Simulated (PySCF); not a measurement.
PySCF 2.14 output of an unrestricted PBE calculation on a single atom or ion in jorge-DZP-DKH, with scalar relativity by spin-free X2C-1e:

```
SCF conv_tol = 1e-09
number electrons alpha = 12  beta = 9
    J. P. Perdew, K. Burke, and M. Ernzerhof.,  Phys. Rev. Lett. 77, 3865 (1996)
    J. P. Perdew, K. Burke, and M. Ernzerhof.,  Phys. Rev. Lett. 78, 1396 (1997)
    J. P. Perdew, K. Burke, and M. Ernzerhof.,  Phys. Rev. Lett. 77, 3865 (1996)
    J. P. Perdew, K. Burke, and M. Ernzerhof.,  Phys. Rev. Lett. 78, 1396 (1997)
cycle= 1 E= -948.122285902876  delta_E= -0.0106  |g|= 0.0194  |ddm|= 0.116
cycle= 2 E= -948.122306217683  delta_E= -2.03e-05  |g|= 0.017  |ddm|= 0.0322
cycle= 3 E= -948.122364504003  delta_E= -5.83e-05  |g|= 0.000203  |ddm|= 0.0154
cycle= 4 E= -948.122364507145  delta_E= -3.14e-09  |g|= 7.53e-05  |ddm|= 0.000212
cycle= 5 E= -948.122364508621  delta_E= -1.48e-09  |g|= 1.94e-06  |ddm|= 8.12e-05
cycle= 6 E= -948.122364508623  delta_E= -1.48e-12  |g|= 1.85e-07  |ddm|= 4.05e-06
converged SCF energy = -948.122364508623  <S^2> = 3.7502666  2S+1 = 4.0001333
```

The run itself started from symmetry-adapted Hartree-Fock orbitals and held the occupation by maximum overlap, on a logarithmic radial grid, so the iterations belong to that start.

**Question.** Which element, charge and spin multiplicity is this?

**Answer.** V²⁺ (vanadium, charge +2), multiplicity 4; the state was [Ar] 3d3, high-spin 4F determinant.
